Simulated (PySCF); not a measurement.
Telling isomers of C7H14FNSi apart by NMR

[PySCF: geometry from GFN2-xTB; shieldings: GIAO PBE0/pcSseg-1; no solvent model; non-relativistic; one conformer; fast rotation and ring inversion assumed for equivalent nuclei]

Scale: ¹H (σref 31.72), ¹³C (σref 186.93) vs TMS (reference shieldings calculated alike). Splittings of carbon signals by F and P are missing where no couplings were computed. Where no couplings were computed, multiplicities follow the n + 1 count of equivalent neighbours, and m marks all less simple cases (inequivalent or close neighbours, rings, F or P nearby). Shifts are as computed. Against solution values, carbons near 30 ppm lie about +3 ppm off and those near 130 ppm about +5 ppm. Of 1309 compounds with measured shifts, 239 miss one by over three times the rms of a fit or turn the order of signals round; such compounds aren't used in these exercises.

(1) Tabulate the signals of `CCC(/C=N\C)=C/[SiH2]CF`, `C/C=C1/[SiH2][C@@H](N(C)C)[C@@H]1F` and their relative energies.

(2) What is the quickest way to tell CCC(/C=N\C)=C/[SiH2]CF from C/C=C1/[SiH2][C@@H](N(C)C)[C@@H]1F?

Results:

(1) 
```tsv
SMILES	carbon types	δC	δH	E rel. (kcal/mol)
CCC(/C=N\C)=C/[SiH2]CF	1×C 2×CH 2×CH2 2×CH3	172.1, 171.9, 121.4, 76.0, 43.0, 40.7, 17.5	8.77 (s, 1H), 5.89 (m, 1H), 5.04 (m, 2H), 4.23 (m, 2H), 3.66 (s, 3H), 2.33 (q, 2H), 1.33 (t, 3H)	0.0
C/C=C1/[SiH2][C@@H](N(C)C)[C@@H]1F	1×C 3×CH 3×CH3	156.9, 138.4, 100.5, 68.3, 47.9, 20.9	6.48 (m, 1H), 5.66 (m, 1H), 4.67 (m, 1H), 4.47 (m, 1H), 2.56 (m, 1H), 2.29 (s, 6H), 2.08 (d, 3H)	0.0
```

Energies are electronic energies at PBE0/pcSseg-1 on these geometries, without zero-point or thermal terms, each for the one conformer computed, which needn't be the lowest.

(2) Count the carbon signals: 7 against 6. The first has an sp3 CH2 bonded to F and Si at 76.0 ppm, the second an sp3 CH bonded to N and Si at 68.3 ppm. Their most deshielded carbons lie at 172.1 and 156.9 ppm. In the proton spectra the most deshielded non-exchanging signals are 8.77 (s, 1H) and 6.48 (m, 1H).
